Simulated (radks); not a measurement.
Sc IV, 18 electrons, occupied as [Ar] (the NIST ground configuration).

Method: non-relativistic Kohn-Sham, exchange-only LDA, spin-polarised, spherical densities, point nucleus; computed with a radial shooting solver on a logarithmic mesh with Libxc functionals.

Energy parts (hartree):
| part | energy |
|---|---|
| total | -755.46330 |
| kinetic | 755.46330 |
| electron-nucleus | -1771.83422 |
| Hartree | 295.40342 |
| exchange | -34.49579 |

Orbitals (lengths in bohr, moments of r in powers of bohr; r(max) is where P^2 peaks; r(90%) holds 90 % of the orbital's charge):
orbital,occ.,eigenvalue (hartree),r(max),r(90%),<r^2>,<r>
1s,2,-161.2817,0.04846,0.131,0.007302,0.07376
2s,2,-18.34997,0.2867,0.540,0.1426,0.3472
2p,6,-15.37972,0.2333,0.509,0.1181,0.3092
3s,2,-3.07846,0.9264,1.59,1.306,1.065
3p,6,-2.30999,0.9575,1.74,1.507,1.135

The highest occupied level is 3p at -62.858 eV. The electron density at the nucleus is 6150 e/bohr^3. Summed over all electrons, <r^2> = 12.66 bohr^2, which gives a Langevin (diamagnetic) susceptibility term of -10 x 10^-6 cm^3/mol. The density falls to 0.001 e/bohr^3 at r = 2.74 bohr. Virial ratio -V/T = 2.00000.
